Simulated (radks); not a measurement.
Tm40+, 29 electrons, occupied as [Ar] 3d10 4s1.

Calculated with a radial shooting solver on a logarithmic mesh with Libxc functionals: non-relativistic Kohn-Sham, LDA (Slater exchange, Perdew-Wang correlation), spin-unpolarised, spherical densities, point nucleus; relativity is left out, which matters for an element this heavy.

Energy parts (eV):
part                      energy
total                 -324675.08
kinetic                324599.40
electron-nucleus      -711169.87
Hartree                 67271.69
exchange-correlation    -5376.29

Orbitals (lengths in bohr, moments of r in powers of bohr; r(90%) holds 90 % of the orbital's charge):
orbital  occ.  eigenvalue (eV)      <r^2>  r(90%)
1s          2        -56868.85  0.0006456  0.0391
2s          2        -10696.95    0.01013   0.143
2p          6        -10309.51   0.007505   0.127
3s          2        -3683.435    0.06199   0.339
3p          6        -3510.325    0.05726   0.331
3d         10        -3192.644    0.04443   0.301
4s          1        -1826.354     0.2337   0.642
4p          0        -1752.401     0.2312   0.643
5s          0        -1092.610     0.6343    1.04

The highest occupied level is 4s at -1826.4 eV. Virial ratio -V/T = 2.00023. For comparison, the ionisation energy in NIST's Atomic Spectra Database is 1945 eV (semi-empirical). In exact Kohn-Sham theory the highest level is minus the ionisation energy, but local and semilocal functionals leave it too shallow, through self-interaction and a potential that decays too fast; potentials with the right tail come closer. Summed over all electrons, <r^2> = 1.212 bohr^2, which gives a Langevin (diamagnetic) susceptibility term of -0.96 x 10^-6 cm^3/mol.

Beside tabulated values, note that spin-unpolarised runs miss the spin-polarisation part of the exchange energy of open shells.
